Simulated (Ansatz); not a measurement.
`[OH][GeH]([F])[GeH3]` + `[F][InH][F]` → `[F][InH][GeH3]` + `[OH][GeH]([F])[F]`  (redistribution)

Gas-phase electronic energies from Ansatz, PBE0-D4/def2-TZVP geometries. CCSD(T)/CBS adds triple-zeta CCSD(T) − MP2 to the extrapolated MP2 energy (def2 sets, frozen cores). Elements past krypton have def2 core potentials. For Ge, In outer-core shells are correlated without core-valence functions, which leaves a few kJ/mol of doubt a bond. Scalar relativity is left out up to krypton. One conformer a species, not always the lowest.

```csv
species,CCSD(T)/CBS(def2) energy (Eh)
`[OH][GeH]([F])[GeH3]`,-4330.26117
`[F][InH][F]`,-390.04654
`[F][InH][GeH3]`,-2368.14594
`[OH][GeH]([F])[F]`,-2352.17909
```

(1) Work out ΔE.

(2) What do rigid-rotor, harmonic-oscillator terms from PBE0-D4/def2-TZVP frequencies (298.15 K, 1 bar) make of the CCSD(T)/CBS value? (Best estimate.)

Largest T1 diagnostic among the species: 0.017.

Answers

(1) ΔE = (-2368.14594) + (-2352.17909) − (-4330.26117) − (-390.04654) = -0.01732 Eh = -45.5 kJ/mol.

(2) Ansatz gave: ΔZPE = +0.7 kJ/mol, ΔH = -44.8 kJ/mol, ΔS = 16 J/(mol·K), ΔG = -49.4 kJ/mol. Modes under 50 cm⁻¹ make the entropy rough.

At CCSD(T), def2-SVP lies −10.9 kJ/mol from the extrapolated value and def2-TZVPP −6.2 kJ/mol. In def2-TZVPP, CCSD(T) changes the Hartree–Fock value by +7.5 kJ/mol (the triples alone add +2.0 kJ/mol) and MP2 by +4.6 kJ/mol.
